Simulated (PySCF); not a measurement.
**Magnetisability: `CB1NC[C@H](C#CC#N)N1`, C₆H₈BN₃**

Geometry:
```
atom   x (Å)   y (Å)   z (Å)
  C1  -2.581   1.225   0.549
  B2  -1.397   0.276   0.105
  N3  -1.170  -1.046   0.520
  C4   0.003  -1.633  -0.084
  C5   0.598  -0.483  -0.944
  C6   1.906  -0.082  -0.460
  C7   2.960   0.320  -0.026
  C8   4.164   0.743   0.449
  N9   5.180   1.100   0.850
 N10  -0.363   0.594  -0.801
 H11  -2.218   2.023   1.193
 H12  -3.349   0.688   1.099
 H13  -3.057   1.701  -0.304
 H14  -1.696  -1.621   1.152
 H15  -0.256  -2.494  -0.715
 H16   0.723  -1.972   0.672
 H17   0.704  -0.789  -1.998
 H18  -0.158   1.458  -1.269
```

The calculation used PySCF 2.14.0, GIAO LDA/pcseg-1 magnetisability, rotational g tensor and spin-rotation constants, non-relativistic, gas phase. Geometry: GFN2-xTB.

Problem. What are the magnetisability and the molar susceptibility?

Solution. Isotropic -1431 × 10⁻³⁰ J/T², or -86.2 × 10⁻⁶ cm³/mol; principal values -1615, -1411, -1268 × 10⁻³⁰ J/T², anisotropy 302 × 10⁻³⁰ J/T² (root of half the summed squared differences of the principal values). The susceptibility is in cgs units.

Problem. Split it along the inertial axes a, b, c into diamagnetic and paramagnetic parts about the centre of mass, with the quadrupole moment.

Solution. 
| axis | χ (10⁻⁶ cm³/mol) | diamagnetic (10⁻⁶ cm³/mol) | paramagnetic (10⁻⁶ cm³/mol) | summed x² of all electrons (Å²) | quadrupole Θ (D Å) |
| --- | --- | --- | --- | --- | --- |
| a | -95.8 | -523.4 | 427.6 | 440.9 | -24.51 |
| b | -82.8 | -2043.7 | 1960.9 | 82.5 | +12.17 |
| c | -80.0 | -2220.5 | 2140.5 | 40.9 | +12.34 |

Anisotropies 2χaa − χbb − χcc = -28.7 and 2χbb − χaa − χcc = +10.1 × 10⁻⁶ cm³/mol. Θ is traceless in Buckingham's convention.

Problem. And the rotational g tensor?

Solution. 
```
axis  rotational constant (GHz)        g  nuclear part  electronic part
   a                     3.0767  -0.0035        0.6147          -0.6181
   b                     0.5920  -0.0103        0.5351          -0.5454
   c                     0.5477  -0.0103        0.5405          -0.5508
```
Asymmetric top; isotopes 11B, 12C, 1H, 14N; no vibrational averaging.
